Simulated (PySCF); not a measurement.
SiClFI2, SMILES F[Si](Cl)(I)I. Atoms are numbered in the order given.

```xyz
5

F      1.9351     1.0723     0.0000
Si     0.3645     0.6995     0.0000
Cl    -0.6823     2.4625     0.0000
I     -0.1030    -0.5784    -2.0205
I     -0.1030    -0.5784     2.0205
```
Charge 0, spin multiplicity 1.

Geometry optimised at B3LYP-D3(BJ)/def2-SVP. The def2 effective core potentials stand for the cores of I; spin–orbit coupling is left out.

Calculation: B3LYP-D3(BJ)/def2-SVP in PySCF.

Frequencies are harmonic and unscaled.

Computed normal modes with their intensities:
```json
[
 {"mode": "1", "ν (cm⁻¹)": "81", "IR (km/mol)": "0.0", "Raman (Å⁴/amu)": "3.9", "depolarisation": "0.63", "moving atoms (share of kinetic energy)": "I 76 %, Cl 10 %"},
 {"mode": "2", "ν (cm⁻¹)": "117", "IR (km/mol)": "0.3", "Raman (Å⁴/amu)": "2.7", "depolarisation": "0.75", "moving atoms (share of kinetic energy)": "Cl 67 %, I 20 %, F 12 %"},
 {"mode": "3", "ν (cm⁻¹)": "161", "IR (km/mol)": "0.8", "Raman (Å⁴/amu)": "5.3", "depolarisation": "0.33", "moving atoms (share of kinetic energy)": "Cl 44 %, Si 23 %, I 21 %, F 13 %"},
 {"mode": "4", "ν (cm⁻¹)": "193", "IR (km/mol)": "5.7", "Raman (Å⁴/amu)": "2.5", "depolarisation": "0.75", "moving atoms (share of kinetic energy)": "F 72 %, I 24 %"},
 {"mode": "5", "ν (cm⁻¹)": "208", "IR (km/mol)": "3.2", "Raman (Å⁴/amu)": "4.9", "depolarisation": "0.26", "moving atoms (share of kinetic energy)": "F 61 %, I 24 %, Si 9 %"},
 {"mode": "6", "ν (cm⁻¹)": "307", "IR (km/mol)": "15.7", "Raman (Å⁴/amu)": "7.7", "depolarisation": "0.02", "moving atoms (share of kinetic energy)": "Si 32 %, Cl 29 %, F 27 %, I 11 %"},
 {"mode": "7", "ν (cm⁻¹)": "452", "IR (km/mol)": "230.7", "Raman (Å⁴/amu)": "0.5", "depolarisation": "0.75", "moving atoms (share of kinetic energy)": "Si 89 %"},
 {"mode": "8", "ν (cm⁻¹)": "583", "IR (km/mol)": "180.6", "Raman (Å⁴/amu)": "3.0", "depolarisation": "0.29", "moving atoms (share of kinetic energy)": "Si 64 %, Cl 34 %"},
 {"mode": "9", "ν (cm⁻¹)": "913", "IR (km/mol)": "114.5", "Raman (Å⁴/amu)": "2.1", "depolarisation": "0.09", "moving atoms (share of kinetic energy)": "F 57 %, Si 43 %"}
]
```
